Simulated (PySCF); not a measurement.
Compound: C₄H₈O₃ (charge +1 and doublet state).
SMILES with atom numbers: `[CH3:1][O:2][CH2:3][CH2:4][C:5](=[O+:6])[OH:7]` (hydrogens: H8, H9, H10 on C1; H11, H12 on C3; H13, H14 on C4; H15 on O7)

Cartesian coordinates in Å at the GFN2-xTB level; atoms count from 1:
```
atom  x, y, z in Å
C1    -2.183    0.397    0.567
O2    -1.142   -0.124   -0.184
C3    -0.173   -0.920    0.404
C4     1.110   -0.810   -0.405
C5     1.398    0.684   -0.615
O6     0.511    1.491   -0.527
O7     2.645    0.912   -0.893
H8    -3.130    0.094    0.097
H9    -2.153    0.111    1.621
H10   -2.156    1.494    0.475
H11   -0.502   -1.978    0.372
H12   -0.021   -0.667    1.464
H13    0.986   -1.222   -1.411
H14    1.954   -1.304    0.075
H15    2.851    1.851   -1.062
```

The hyperfine couplings belong to this conformer and change with its torsions.

Theory: UKS B3LYP, pcH-1 on C H O, non-relativistic, mean-field spin-orbit, GIAO in PySCF 2.14.0. One conformer (not necessarily the lowest) at the GFN2-xTB geometry, without solvent, vibrations or thermal averaging. Couplings are sensitive to structure, and on GFN2-xTB geometries they can be far from those on DFT ones, by a factor of two or more for some ions and for spin on atoms past the first row. No stability test was run, so a lower SCF solution isn't excluded.

(1) Match the computed a_iso(13C) values -24.6, -21.9, -6.7, -4.6 MHz with the sites C1; C3; C4; C5.

(2) The isotropic 17O couplings are -67.0, -35.7, -13.9 MHz. Assign them to O2; O6; O7.

Answers

(1) 
```csv
site,a_iso (MHz),ρ(0) (bohr⁻³),position,distance from O2 (Å),spin population,largest |T| (MHz)
C1,-21.9,-0.0195,1 bond from O2,1.38,-0.01,7.3
C3,-24.6,-0.0218,1 bond from O2,1.39,-0.02,6.1
C4,-4.6,-0.0041,2 bonds from O2,2.36,+0.05,12.0
C5,-6.7,-0.0060,1 bond from O6,2.70,-0.02,6.3
```

(2) 
```
site  a_iso (MHz)  ρ(0) (bohr⁻³)                 position  distance from O2 (Å)  spin population  largest |T| (MHz)
  O2        -67.0        +0.1105  largest spin population                  0.00            +0.48              172.5
  O6        -35.7        +0.0590         a main spin site                  2.34            +0.31              100.5
  O7        -13.9        +0.0229          2 bonds from O6                  3.99            +0.02               12.1
```

ρ(0) is the spin density at the nucleus and T the dipolar tensor; entries for several nuclei are means. The Mulliken spin populations are largest on O2 (+0.48), O6 (+0.31) and H11 (+0.07). Main spin sites, with 60 % or more of the largest population: O2, O6; positions count bonds from the nearest.

Class means assume fast exchange of nuclei equivalent by connectivity; if that motion is slow, each nucleus keeps its own coupling. The three 1H nuclei of mean +79.5 MHz run from 3.0 to 136.2 MHz in the frozen geometry. The 1H value of +111.0 MHz is a mean of couplings from 32.9 to 189.0 MHz in this one geometry, not an average over conformers. The 1H value of -1.0 MHz is a mean of couplings from -6.0 to 4.1 MHz in this one geometry, not an average over conformers.

O6, the radical centre as drawn in `COCCC(=[O+])O`, holds a spin population of +0.31 out of 1.
